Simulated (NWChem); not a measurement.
SnICl, singlet; SMILES [Cl][Sn][I]

Program: NWChem. Low-valent species are run as closed-shell singlets; no triplet was tried in these runs. All runs use the structure optimised with PBE0/def2-SVP. def2 effective core potentials on Sn, I; no spin-orbit coupling.

For level PBE/def2-SVP:

highest occupied level (eV): -6.33

Question: Estimate the same quantities for level BLYP/def2-SVP.

Answer: 
* **highest occupied level (eV)**: -6.08
